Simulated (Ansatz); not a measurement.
Nudged elastic band run: CHClFSi

input.yaml

```yaml
crystal:
  periodic: [false, false, false]
  atoms:
    - { symbol: F, position_ang: [-0.804448, -0.863617, 0.928797] }
    - { symbol: C, position_ang: [-0.382819, -0.109336, -0.109874] }
    - { symbol: Si, position_ang: [1.196423, 0.854846, -0.300832] }
    - { symbol: Cl, position_ang: [-1.791845, 0.115652, -1.29848] }
    - { symbol: H, position_ang: [1.782689, 0.002454, 0.78039] }
magnetization:
  spin_polarized: true
  initial_magnetization: 1
basis:
  gaussian: { orbitals: STO-3G }
hamiltonian:
  xc: r2scan
  dispersion: d4
neb:
  order_check: false
  images: 5
  f_tol: 0.05
  max_iterations: 60
  initial_path: linear
  final_atoms:
    - { symbol: F, position_ang: [-1.21537432, -1.06703573, 0.93356232] }
    - { symbol: C, position_ang: [-0.39511181, -0.2556577, 0.23548922] }
    - { symbol: Si, position_ang: [1.42877409, -0.08549871, 0.52195551] }
    - { symbol: Cl, position_ang: [-1.31528128, 0.33530559, -1.28466284] }
    - { symbol: H, position_ang: [1.49699332, 1.07288555, -0.40634322] }
```

Launched with:

```bash
$ ansatz run input.yaml --threads 1 --pin off --max-ram 2048MiB --backend cpu --events-out ev --progress --plain --runs-dir out
```

Output, in part (warnings, iteration lines, the closing report on the highest movable image, with atoms numbered from 0):

```
NEB end point (image 0): max|allowed force component| = 1.293e-2 eV/Å (the criterion of neb.relax_end_points is 1.000e-2)
NEB end point (image 6): max|allowed force component| = 1.119e-2 eV/Å (the criterion of neb.relax_end_points is 1.000e-2)
NEB iter   1: max|band force component| = 5.677e-1 eV/Å  barrier→ = 0.6058 eV  barrier← = 0.6416 eV  Δτ_max = 0.1443 Å  (325 SCF iters)
NEB iter   2: max|band force component| = 5.727e-1 eV/Å  barrier→ = 0.5925 eV  barrier← = 0.6284 eV  Δτ_max = 0.0730 Å  (186 SCF iters)
NEB iter   3: max|band force component| = 7.052e-1 eV/Å  barrier→ = 0.5818 eV  barrier← = 0.6177 eV  CI = image 4  Δτ_max = 0.1457 Å  (167 SCF iters)
NEB iter   4: max|band force component| = 6.728e-1 eV/Å  barrier→ = 0.7439 eV  barrier← = 0.7798 eV  CI = image 4  Δτ_max = 0.0741 Å  (207 SCF iters)
NEB iter   5: max|band force component| = 4.599e-1 eV/Å  barrier→ = 0.6761 eV  barrier← = 0.7120 eV  CI = image 4  Δτ_max = 0.0662 Å  (180 SCF iters)
NEB iter   6: max|band force component| = 5.927e-1 eV/Å  barrier→ = 0.6457 eV  barrier← = 0.6816 eV  CI = image 4  Δτ_max = 0.0337 Å  (161 SCF iters)
NEB iter   7: max|band force component| = 7.555e-1 eV/Å  barrier→ = 0.6241 eV  barrier← = 0.6600 eV  CI = image 4  Δτ_max = 0.0687 Å  (185 SCF iters)
NEB iter   8: max|band force component| = 9.713e-1 eV/Å  barrier→ = 0.5754 eV  barrier← = 0.6113 eV  CI = image 4  Δτ_max = 0.1370 Å  (166 SCF iters)
NEB iter   9: max|band force component| = 1.394e0 eV/Å  barrier→ = 0.5350 eV  barrier← = 0.5708 eV  CI = image 3  Δτ_max = 0.1701 Å  (172 SCF iters)
NEB iter  10: max|band force component| = 7.501e-1 eV/Å  barrier→ = 0.5443 eV  barrier← = 0.5802 eV  CI = image 3  Δτ_max = 0.1942 Å  (173 SCF iters)
NEB iter  11: max|band force component| = 6.474e-1 eV/Å  barrier→ = 0.5621 eV  barrier← = 0.5980 eV  CI = image 3  Δτ_max = 0.0389 Å  (168 SCF iters)
NEB iter  12: max|band force component| = 3.087e-1 eV/Å  barrier→ = 0.5590 eV  barrier← = 0.5948 eV  CI = image 3  Δτ_max = 0.0219 Å  (159 SCF iters)
NEB iter  13: max|band force component| = 9.717e-2 eV/Å  barrier→ = 0.5584 eV  barrier← = 0.5943 eV  CI = image 3  Δτ_max = 0.0090 Å  (144 SCF iters)
NEB iter  14: max|band force component| = 4.179e-2 eV/Å  barrier→ = 0.5582 eV  barrier← = 0.5940 eV  CI = image 3  Δτ_max = 0.0000 Å  (305 SCF iters)
Total energy: -23885.07009248 eV, -877.7601360165 hartree
Atom 0 at    -0.981014    -1.566184     0.286904 Å, force     0.002591     0.001119    -0.001948 eV/Å
Atom 1 at    -0.393418    -0.362490     0.208188 Å, force    -0.007416     0.012622    -0.008896 eV/Å
Atom 2 at     1.146516     0.378634    -0.615587 Å, force     0.000561    -0.006706     0.008472 eV/Å
Atom 3 at    -1.589683     0.949231    -0.585876 Å, force     0.004257    -0.008637     0.006770 eV/Å
Atom 4 at     1.817599     0.600808     0.706372 Å, force     0.000007     0.001602    -0.004399 eV/Å
Dipole moment:     0.438346    -0.285219     0.032967 e Å
```

The forces met the threshold. The profile has 2 maxima (images 3, 5) with wells between them (image 4): this band takes more than one step, which may be the mechanism or a detour left from its start path. Another band between the same ends (5 images) ends at a top of the same energy, where a vibrational analysis finds 1 clearly imaginary mode. Limits of this set-up: minimal basis.

Final band (atoms are numbered from 1 in the order of the input):

```tsv
image	path coordinate (Å)	energy (eV)	dihedral F1–C2–Si3–H5 (°)
0	0.00	0.00	20
1	0.55	0.01	-30
2	1.11	0.24	-65
3	1.66	0.56	-111
4	2.30	0.12	-155
5	2.93	0.27	-160
6	3.57	-0.04	-171
```

Run time: 4.2 min on 1 thread of Arm Neoverse V1 (shared host), peak memory 0.14 GiB.
